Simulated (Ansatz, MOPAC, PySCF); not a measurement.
Torsion F1–Te2–S3–H4 in FHSTe (SMILES F[Te]S); at each angle all else is relaxed with GFN2-xTB, and the levels are single points there.
Geometry at 270° (charge 0, multiplicity 1):
| atom | x (Å) | y (Å) | z (Å) |
|---|---|---|---|
| F | 1.7731 | -0.7521 | 0.1212 |
| Te | 0.9240 | 1.0217 | -0.3178 |
| S | -1.2327 | 0.4491 | 0.4020 |
| H | -1.7148 | -0.0411 | -0.7403 |
Energies count from the point at 270°.

Correlated levels freeze the cores. Filled d and f shells under p-block atoms count as core. CBS: X⁻³ extrapolation of the correlation energy, Hartree–Fock from the larger set. Rows in STO-3G carry no dispersion term and start afresh at each structure; the Pople sets are all-electron and without relativity. The state reached by PM3 isn't checked.

Run with Ansatz (a first-principles code); MOPAC for PM3 (differences of heats of formation); PySCF for STO-3G rows, the dispersion terms.  In def2 rows elements past Kr take small-core potentials, without spin–orbit coupling.

Energies in meV.

```csv
dihedral (°),PM3,HF/STO-3G,r2SCAN-D3(BJ)/def2-TZVPP,SCS-MP2/def2-TZVPP,"MP2/CBS(def2-TZVPP, def2-QZVPP) + ΔCCSD(T)/def2-TZVPP"
0,35.4,183.1,517.6,436.5,443.5
30,25.9,137.5,365.4,314.9,320.7
60,3.4,47.8,106.6,93.2,96.7
90,0.0,0.0,0.0,0.0,0.0
120,38.4,29.5,126.9,113.4,110.7
150,83.7,103.1,372.6,318.8,317.5
180,105.2,147.6,500.5,416.8,418.8
210,83.7,103.1,372.6,318.8,317.5
240,38.4,29.5,126.9,113.4,110.7
270,0.0,0.0,0.0,0.0,0.0
300,3.4,47.8,106.6,93.2,96.7
330,25.9,137.5,365.4,314.9,320.7
```
